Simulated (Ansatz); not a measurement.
# Match the barriers

Saddle point of GaNH4Cl2, closed shell (GaHCl₂ ([Cl][GaH][Cl]) + NH₃ → GaNH₂Cl₂ ([NH2][Ga]([Cl])[Cl]) + H₂; bonds formed: H2–H5; dative contacts that become bonds: Ga1–N6; bonds broken: Ga1–H2, H5–N6), PBE0-D4/def2-TZVP structure:

```
8
angstrom
Ga -0.1434 -0.8398 -0.0758
H -1.6141 0.2520 0.1511
Cl -0.2214 -1.6862 -2.0341
Cl 0.0645 -2.0685 1.6575
H -0.8353 0.8586 0.1536
N 0.5933 0.9464 0.0520
H 1.0146 1.3538 -0.7737
H 1.1418 1.1837 0.8694
```

Computed with Ansatz 0.2.0 (basis: def2-TZVPP, with def2-QZVPP for the basis limit); correlated methods freeze the cores. Filled d shells of the heavier atoms are correlated. The def2 sets are not built for correlating such inner shells, so the correlated values are less sure here. Extrapolation: Hartree–Fock as exp(−7.88 √X), correlation as X^−2.97. Four methods, as single points on the PBE0-D4 structures, gave these electronic barriers from the start structure: 167.4, 187.3, 215.8, 245.1 kJ/mol.

The methods were, in alphabetical order, BHLYP-D4, HF, r2SCAN-D4, SPW92. Which gave which? (Judge from chemistry; the calculation decides.)

Computed: SPW92 167.4; r2SCAN-D4 187.3; BHLYP-D4 215.8; HF 245.1 kJ/mol. For comparison, CCSD(T) at an estimated basis limit (MP2 extrapolated from triple and quadruple zeta, plus CCSD(T) − MP2 in triple zeta) gives 204.6 kJ/mol.

T1 diagnostic: at most 0.012.

The step is the kind of exchange with an N–H group that builds nitride films in atomic layer and chemical vapour deposition.

Labels in which every atom is bracketed show which atoms are joined, not bond orders.

For scale, one of the runs: CCSD(T)/def2-TZVPP, 219 basis functions, launched by `ansatz run in.yaml --threads 4 --pin off --events-out ev --progress --plain --max-ram 9574MiB`. Hardware: 4 CPU threads of an AMD EPYC, shared host. Wall time 3.6 min; peak host memory 3.2 GiB.
